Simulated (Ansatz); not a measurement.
The cluster Al₄F₂⁻. Charge -1, multiplicity 2. Geometry PBE-D4/def2-SVPD.

```tsv
atom	x (Å)	y (Å)	z (Å)
Al1	1.267	-0.765	0.784
Al2	-2.456	1.692	0.154
Al3	-0.426	0.262	-0.949
Al4	-0.368	0.994	1.517
F5	-0.466	-0.187	-2.630
F6	2.449	-1.995	1.124
```

Another isomer (doublet) lies 0.21 eV lower at PBE0-D4/def2-TZVPD; other spin states weren't run for this one.

**Question.** Estimate the α-spin orbital energies around the gap (eV) in Ansatz with LDA (SPW92)/def2-TZVPD, PBE-D4/def2-TZVPD, r2SCAN-D4/def2-TZVPD, BHLYP-D4/def2-TZVPD, ωB97M-V/def2-TZVPD.

**Answer.** 
| orbital | LDA (SPW92)/def2-TZVPD | PBE-D4/def2-TZVPD | r2SCAN-D4/def2-TZVPD | BHLYP-D4/def2-TZVPD | ωB97M-V/def2-TZVPD |
| --- | --- | --- | --- | --- | --- |
| HOMO−9 | -6.32 | -6.13 | -6.58 | -9.63 | -10.28 |
| HOMO−8 | -5.78 | -5.57 | -6.09 | -9.58 | -10.23 |
| HOMO−7 | -5.78 | -5.56 | -6.08 | -9.29 | -10.20 |
| HOMO−6 | -5.55 | -5.33 | -5.81 | -9.26 | -9.88 |
| HOMO−5 | -5.50 | -5.26 | -5.75 | -9.17 | -9.80 |
| HOMO−4 | -4.37 | -4.24 | -4.56 | -6.55 | -7.60 |
| HOMO−3 | -2.69 | -2.57 | -2.78 | -4.29 | -5.28 |
| HOMO−2 | -1.38 | -1.23 | -1.31 | -2.49 | -3.58 |
| HOMO−1 | -0.74 | -0.62 | -0.78 | -1.61 | -2.71 |
| HOMO | -0.34 | -0.32 | -0.58 | -1.58 | -2.28 |
| LUMO | 0.88 | 1.03 | 1.15 | 2.37 | 2.99 |
| LUMO+1 | 1.00 | 1.14 | 1.20 | 2.45 | 3.13 |
| LUMO+2 | 1.29 | 1.44 | 1.65 | 2.70 | 3.20 |
| LUMO+3 | 2.07 | 2.22 | 2.39 | 3.46 | 3.67 |
| LUMO+4 | 2.56 | 2.65 | 2.99 | 3.54 | 3.82 |
| LUMO+5 | 2.80 | 2.87 | 3.26 | 3.65 | 4.08 |
| β HOMO | -0.65 | -0.56 | -0.74 | -1.55 | -2.58 |
| β LUMO | 0.11 | 0.37 | 0.52 | 1.74 | 2.40 |
